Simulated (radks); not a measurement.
The numbers below are computed, except where a source is named.
Q: All-electron atom: Pm+ in [Xe] 4f5 6s1 (the NIST ground configuration). Code: a radial shooting solver on a logarithmic mesh with Libxc functionals. Model: Dirac Kohn-Sham, Slater X-alpha with alpha = 0.667, spin-unpolarised, spherical densities, point nucleus; open shells are shared between the two j in proportion to 2j + 1. Some entries of the table are withheld. Estimate them.

orbital     occ.  eigenvalue (eV)  <1/r> (bohr^-1)
1s1/2          2        -44940.55            67.38
2s1/2          2        -7307.914            15.98
2p1/2          2        -6923.222            15.97
2p3/2          4        -6363.685            14.29
3s1/2          2        -1596.502            5.796
3p1/2          2        -1431.281            5.714
3p3/2          4        -1318.838            5.292
3d3/2          4              (1)            5.167
3d5/2          6              (2)            5.061
4s1/2          2        -320.6093            2.417
4p1/2          2        -257.7855            2.312
4p3/2          4        -233.0906            2.168
4d3/2          4              (3)            1.948
4d5/2          6              (4)            1.912
5s1/2          2         -46.6888           0.9250
5p1/2          2         -29.8560           0.8094
5p3/2          4         -26.5445           0.7575
6s1/2          1          -7.7019           0.3149
4f5/2    2.14286          -7.2491              (5)
4f7/2    2.85714          -6.7792              (6)

A: 
(1) 3d3/2 eigenvalue (eV): -1030.723
(2) 3d5/2 eigenvalue (eV): -1006.331
(3) 4d3/2 eigenvalue (eV): -129.6214
(4) 4d5/2 eigenvalue (eV): -125.2357
(5) 4f5/2 <1/r> (bohr^-1): 1.310
(6) 4f7/2 <1/r> (bohr^-1): 1.292
